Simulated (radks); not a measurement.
W8+, configuration [Kr] 4d9 4f13 5s2 5p6 (not the ground configuration). Calculated with a radial shooting solver on a logarithmic mesh with Libxc functionals: scalar-relativistic Kohn-Sham, PBEsol, spin-polarised, spherical densities, finite nucleus; open shells are filled with parallel spins first (spin-orbit coupling, left out, can overturn this in heavy ions); Fermi nuclear charge, rms radius 5.3658 fm.

Unscreened Slater integrals over Kohn-Sham orbitals (eV). They are taken over the spin-up orbitals.

\begin{tabular}{lr}
integral & value \\ \hline
F0(5p,5p) & 21.795 \\
F2(5p,5p) & 11.881 \\
F0(5p,4f) & 26.491 \\
F2(5p,4f) & 8.6823 \\
G2(5p,4f) & 3.4879 \\
G4(5p,4f) & 2.9371 \\
F0(5p,5s) & 22.939 \\
G1(5p,5s) & 15.528 \\
F0(4f,4f) & 44.183 \\
F2(4f,4f) & 21.809 \\
F4(4f,4f) & 13.855 \\
F6(4f,4f) & 10.018 \\
F0(4f,5s) & 29.002 \\
G3(4f,5s) & 4.2609 \\
F0(5s,5s) & 24.363 \\
\end{tabular}

Derived for the open shells (J is the average intra-shell exchange parameter used in DFT+U). 4f: F4/F2 = 0.635, F6/F2 = 0.459, J = (286 F2 + 195 F4 + 250 F6)/6435 = 1.778 eV.
